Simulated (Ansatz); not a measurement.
# Molecular dynamics of GaH₄N

Input:

```yaml
crystal:
  periodic: [false, false, false]
  atoms:
    - { symbol: Ga, position_ang: [-0.014449, -1.0e-05, -0.008352] }
    - { symbol: H, position_ang: [-0.071669, -0.426963, 1.496243] }
    - { symbol: H, position_ang: [1.259974, 0.426961, -0.810168] }
    - { symbol: "N", position_ang: [-1.588135, 1.0e-06, -0.916928] }
    - { symbol: H, position_ang: [-2.476187, -0.25467, -0.51265] }
    - { symbol: H, position_ang: [-1.682033, 0.254681, -1.888146] }
basis:
  gaussian: { orbitals: def2-mTZVP }
hamiltonian:
  xc: pbe0
  dispersion: d4
md:
  timestep: 0.5
  n_steps: 150
  ensemble: nvt_langevin
  temperature: 700.0
  initial_velocities: maxwell_boltzmann
  seed: 700954
  friction: 0.005
```

Launched with:

```bash
$ ansatz run input.yaml --threads 1 --pin off --max-ram 2048MiB --backend cpu --events-out ev --progress --plain --runs-dir out
```

It starts from a relaxed structure.

Output, in part (step lines, the closing report, with atoms numbered from 0):

```
md step     0: t =     0.00 fs  T =   583.3 K  F+E_penalty+E_count = -53925.01653020 eV  E_kin = 0.452410 eV  (24 SCF iters)
[... lines left out ...]
Total energy: -53924.69144966 eV, -1981.6958593062 hartree
Atom 0 at    -0.018217    -0.001682    -0.092196 Å, force    -1.432462     0.624465     0.252880 eV/Å
Atom 1 at    -0.480833    -0.288647     1.376860 Å, force     0.468061    -0.336834     0.079621 eV/Å
Atom 2 at     1.228091     0.473200    -0.815943 Å, force     0.778663     0.008164    -0.168484 eV/Å
Atom 3 at    -1.610386     0.384895    -0.979142 Å, force    -0.193647    -1.075094    -1.150289 eV/Å
Atom 4 at    -2.337853    -0.325900    -0.866772 Å, force    -0.004952     0.405505     0.622346 eV/Å
Atom 5 at    -1.597691     0.478427    -2.000480 Å, force     0.384337     0.373795     0.363926 eV/Å
Dipole moment:     0.061212    -0.311181    -0.200641 e Å
```

The steps, from the saved trajectory:

```tsv
time (fs)	T (K)	potential energy less start (eV)
0	583	0.000
2.5	429	0.123
5	243	0.245
7.5	273	0.213
10	386	0.095
12.5	298	0.153
15	145	0.260
17.5	193	0.202
20	421	0.059
22.5	351	0.108
25	184	0.212
27.5	222	0.204
30	320	0.104
32.5	278	0.119
35	154	0.228
37.5	195	0.196
40	399	0.086
42.5	401	0.113
45	214	0.272
47.5	193	0.284
50	317	0.179
52.5	359	0.118
55	326	0.197
57.5	238	0.294
60	423	0.212
62.5	465	0.172
65	428	0.205
67.5	336	0.343
70	372	0.339
72.5	453	0.279
75	374	0.325
```

All steps were run. The mean temperature of the second half is 50 % below the set value. A run of 0.075 ps of so small a system gives no equilibrium averages.

The same pairs are bonded in the first frame and the last. Pairs count as bonded within 1.25 times the sum of covalent radii (0.12 Å more for H–H).

Last frame:

```xyz
6
Properties=species:S:1:pos:R:3
Ga -0.018 -0.002 -0.092
H -0.481 -0.289 1.377
H 1.228 0.473 -0.816
N -1.610 0.385 -0.979
H -2.338 -0.326 -0.867
H -1.598 0.478 -2.001
```

Time of the run: 4.7 min on 1 thread of Arm Neoverse V2, with other jobs on the host, peak memory 0.12 GiB.
